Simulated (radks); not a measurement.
Ionisation of the thulium ion Tm2+, [Xe] 4f13, to [Xe] 4f12 as the strength of local exchange is varied. Calculated with a radial shooting solver on a logarithmic mesh with Libxc functionals: scalar-relativistic Kohn-Sham, Slater X-alpha exchange (alpha = 2/3 is LDA exchange), no correlation, spin-unpolarised, spherical densities, finite nucleus; Fermi nuclear charge, rms radius 5.2256 fm.

alpha  E(Tm2+) (hartree)  exchange (hartree)  IE (eV)  -e of the level emptied (eV)  <r> of it (bohr)
0.562        -13507.5296           -226.2453   22.226                   13.883 (4f)            0.8248
0.605        -13524.9273           -243.9086   23.357                   14.828 (4f)            0.8153
0.66         -13547.2167           -266.5728   24.850                   16.096 (4f)            0.8039
0.667        -13550.0565           -269.4631   25.044                   16.262 (4f)            0.8025
0.938        -13660.5044           -382.3491   33.162                   23.403 (4f)            0.7557

NIST Atomic Spectra Database: 23.66 eV (semi-empirical). The Delta-SCF value meets it near alpha = 0.62. Spin polarisation and multiplet splitting are left out, so open shells lie too high by an amount that depends on their filling. Spin-orbit splitting is averaged out at the scalar-relativistic level.

Beside tabulated values, note that spin-unpolarised runs miss the spin-polarisation part of the exchange energy of open shells.
